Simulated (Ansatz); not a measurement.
Molecule: PdH (charge 0, doublet). The spin state was set by rule; other spins were not relaxed. SMILES: [PdH]
Geometry from a B3LYP-D3(BJ)/def2-TZVP (Ansatz, a first-principles code) optimisation:
```xyz
2

Pd     0.0000     0.0000    -0.0328
H      0.0000     0.0000     1.5079
```
Charge 0, spin multiplicity 2.

Wanted: vertical ionisation energy (to the singlet state of charge +1; each state is the SCF solution reached for its spin; for the singlet the Hartree-Fock reference is unstable and T1 is 0.033; for the doublet T1 is 0.049), in eV. Cores are frozen in the correlated levels unless marked. Open shells are spin-unrestricted. Spin-orbit coupling is left out. The frozen core is the preceding noble-gas configuration, with the filled d and f shells of earlier blocks. Past Kr the def2 sets carry scalar-relativistic core potentials. CBS marks a two-point X^-3 extrapolation of the correlation energy; Hartree-Fock from the larger set.

```tsv
level	program	vertical ionisation energy (eV)
SVWN5/def2-TZVPD	Ansatz	9.17
PBE/def2-TZVPD	Ansatz	8.92
wB97M-V/def2-TZVPD	Ansatz	(withheld)
CCSD/def2-SVPD	Ansatz	8.12
CCSD/def2-QZVPPD	Ansatz	(withheld)
CCSD(T)/CBS(def2-TZVPPD,def2-QZVPPD)	Ansatz	(withheld)
```

Task: What belongs in the gaps?

Result: 
- wB97M-V/def2-TZVPD, vertical ionisation energy (eV): 8.58
- CCSD/def2-QZVPPD, vertical ionisation energy (eV): 8.43
- CCSD(T)/CBS(def2-TZVPPD,def2-QZVPPD), vertical ionisation energy (eV): 8.56
